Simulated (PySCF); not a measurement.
Related species of one series. Theory: core-valence-separated Tamm–Dancoff BHandHLYP/aug-pcX-1 (pcseg-1 on H, def2-SVPD on Si) in PySCF, non-relativistic, gas phase, PBE0-D3(BJ)/def2-SVP geometry. BHandHLYP without relativity tends to put these K edges a few eV too low, so spacings mean more than positions. One conformer each. Roots within 0.03 eV on the same or equivalent atoms are summed; «strongest» means within the roots computed.

**Question.** Order them by the first intense line (a tenth or more of the edge's strongest) of the carbon K edge, lowest first.
A. `[O:1]=[CH:2][NH:3][SiH:4]1[CH2:5][CH2:6]1`
B. `[CH3:1][C:2](=[O:3])[SiH:4]1[CH2:5][CH2:6]1`
C. `[CH2:1]=[N:2][SiH:3]1[CH2:4][CH2:5]1`

**Answer.** C (282.63 eV), B (282.98 eV), A (284.58 eV).

| SMILES | E (eV) | f | core hole on | site | polarised | strongest line (eV) | its f |
| --- | --- | --- | --- | --- | --- | --- | --- |
| C=N[SiH]1CC1 | 282.63 | 0.069 | C1 | C=N carbon | normal to the local trigonal plane (1s→π*) | 282.63 | 0.069 |
| CC(=O)[SiH]1CC1 | 282.98 | 0.075 | C2 | carbonyl carbon | normal to the local trigonal plane (1s→π*) | 282.98 | 0.075 |
| O=CN[SiH]1CC1 | 284.58 | 0.084 | C2 | amide carbonyl carbon | normal to the local trigonal plane (1s→π*) | 284.58 | 0.084 |

The range is 1.95 eV.
